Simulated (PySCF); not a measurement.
# Dipole response of Ag (silver, neutral)

[Kr] 4d9 5s1 5p1, one real determinant (an excited configuration). Computed with PySCF 2.14 in x2c-TZVPPall with one added diffuse shell each of s, p, d, f type (9s7p7d3f1g, 95 functions), with the spin-free X2C one-electron Hamiltonian (Gaussian nucleus). Coupled (time-dependent) response in atomic units; α is the mean over directions.

```tsv
method	mean α (bohr³)	α xx, yy, zz	C₆ (like pair)	S(−4)
UHF	89.48	74.70, 74.70, 119.0	956.5	4819
PBE	99.24	73.40, 73.40, 150.9	1031	7814
PBE0	92.98	71.15, 71.15, 136.6	965.5	6249
```

S(−4) is the Cauchy moment in α(ω) = α(0) + S(−4) ω² + …

Spin-orbit coupling is absent.

α(iu) at PBE:

```json
{"u (hartree)": "0", "α(iu) (bohr³)": "99.24"}
{"u (hartree)": "0.0500", "α(iu) (bohr³)": "83.85"}
{"u (hartree)": "0.100", "α(iu) (bohr³)": "60.49"}
{"u (hartree)": "0.200", "α(iu) (bohr³)": "33.22"}
{"u (hartree)": "0.300", "α(iu) (bohr³)": "21.33"}
{"u (hartree)": "0.500", "α(iu) (bohr³)": "11.82"}
{"u (hartree)": "0.750", "α(iu) (bohr³)": "7.416"}
{"u (hartree)": "1.00", "α(iu) (bohr³)": "5.325"}
{"u (hartree)": "1.50", "α(iu) (bohr³)": "3.283"}
{"u (hartree)": "2.00", "α(iu) (bohr³)": "2.277"}
{"u (hartree)": "3.00", "α(iu) (bohr³)": "1.296"}
{"u (hartree)": "5.00", "α(iu) (bohr³)": "0.5806"}
```

A single London oscillator, α(iu) = α/(1 + u²/ω²), gives C₆ = (3/4) ω α². Matching the computed C₆ needs ω = 4 × 1031 / (3 × 99.24²) = 0.140 hartree.

The components differ because the open shell of this determinant is not spherical; for a pure term their mean is the scalar polarisability.

⟨L²⟩ = 8.06 against 12 for a pure F term, so this real determinant mixes terms.
